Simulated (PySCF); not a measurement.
## Potential energy of InC along the bond

Set-up: PySCF, spin-free X2C with a Gaussian nucleus, basis sets In x2c-TZVPPall, C x2c-TZVPPall. Energies in eV from In + C in their ground configurations at the same level. State: ⁴Σ⁻ (quartet), unpaired electrons σ ↑, π ↑↑.

All columns are PBE0. A positive dipole means In(−)C(+).

```json
{"R (Å)": "1.898", "E (eV)": "-2.310", "μ (D)": "-1.70", "Mulliken charge on In (basis-dependent)": "0.28", "HOMO (eV)": "-6.02", "LUMO (eV)": "-2.72", "Mayer bond order": "1.30", "⟨S²⟩": "3.76"}
{"R (Å)": "1.986", "E (eV)": "-2.680", "μ (D)": "-1.97", "Mulliken charge on In (basis-dependent)": "0.30", "HOMO (eV)": "-6.08", "LUMO (eV)": "-2.57", "Mayer bond order": "1.23", "⟨S²⟩": "3.76"}
{"R (Å)": "2.075", "E (eV)": "-2.881", "μ (D)": "-2.27", "Mulliken charge on In (basis-dependent)": "0.32", "HOMO (eV)": "-6.11", "LUMO (eV)": "-2.45", "Mayer bond order": "1.17", "⟨S²⟩": "3.76"}
{"R (Å)": "2.141", "E (eV)": "-2.951", "μ (D)": "-2.52", "Mulliken charge on In (basis-dependent)": "0.34", "HOMO (eV)": "-6.12", "LUMO (eV)": "-2.37", "Mayer bond order": "1.13", "⟨S²⟩": "3.76"}
{"R (Å)": "2.207", "E (eV)": "-2.970", "μ (D)": "-2.78", "Mulliken charge on In (basis-dependent)": "0.36", "HOMO (eV)": "-6.12", "LUMO (eV)": "-2.31", "Mayer bond order": "1.09", "⟨S²⟩": "3.76"}
{"R (Å)": "2.273", "E (eV)": "-2.949", "μ (D)": "-3.05", "Mulliken charge on In (basis-dependent)": "0.38", "HOMO (eV)": "-6.11", "LUMO (eV)": "-2.26", "Mayer bond order": "1.05", "⟨S²⟩": "3.76"}
{"R (Å)": "2.361", "E (eV)": "-2.877", "μ (D)": "-3.42", "Mulliken charge on In (basis-dependent)": "0.40", "HOMO (eV)": "-6.07", "LUMO (eV)": "-2.21", "Mayer bond order": "1.01", "⟨S²⟩": "3.76"}
{"R (Å)": "2.472", "E (eV)": "-2.739", "μ (D)": "-3.89", "Mulliken charge on In (basis-dependent)": "0.42", "HOMO (eV)": "-5.93", "LUMO (eV)": "-2.18", "Mayer bond order": "0.97", "⟨S²⟩": "3.75"}
{"R (Å)": "2.604", "E (eV)": "-2.532", "μ (D)": "-4.44", "Mulliken charge on In (basis-dependent)": "0.44", "HOMO (eV)": "-5.70", "LUMO (eV)": "-2.19", "Mayer bond order": "0.93", "⟨S²⟩": "3.75"}
{"R (Å)": "2.781", "E (eV)": "-2.229", "μ (D)": "-5.13", "Mulliken charge on In (basis-dependent)": "0.46", "HOMO (eV)": "-5.44", "LUMO (eV)": "-2.23", "Mayer bond order": "0.89", "⟨S²⟩": "3.75"}
```

A fit through these points gives, at Re = 2.202 Å, μ = -2.76 D and dμ/dR = -4.01 D/Å; the reduced mass is 10.87 u.

Task: How strong is the fundamental in the double-harmonic approximation, I = 42.26·(dμ/dR)²/μred km/mol?

Result: I = 42.26·(-4.01)²/10.87 = 62.5 km/mol at PBE0.

These are scalar-relativistic numbers at best; spin–orbit coupling would shift them, the dissociation energy most. The state is the lowest determinant that a PBE0 search found; another state may lie lower at other levels.
